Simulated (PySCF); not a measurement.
Ga(H)2(SH), SMILES [SH][GaH2] (H₃GaS), B3LYP/def2-SVP optimised geometry.

```
5

Ga     0.32     0.38     0.00
H      1.89     0.38     0.00
H     -0.62     1.64     0.00
S     -0.61    -1.64     0.00
H     -1.89    -1.19     0.00
```

Density from PySCF with B3LYP/def2-TZVP at that geometry.

Minimum of the electron density along straight lines between bonded atoms, close to the bond critical point (lines longer than 1.1 times the sum of covalent radii, or with two minima, are not listed):

```
bond    length / Å  ρ at the minimum / e bohr⁻³  ∇²ρ there / e bohr⁻⁵  position (fraction from the first atom)
------  ----------  ---------------------------  --------------------  ---------------------------------------
Ga1–H2       1.564                        0.116                  0.14                                     0.60
Ga1–H3       1.566                        0.116                  0.14                                     0.60
Ga1–S4       2.220                        0.092                  0.16                                     0.44
S4–H5        1.354                        0.210                 -0.58                                     0.64
```
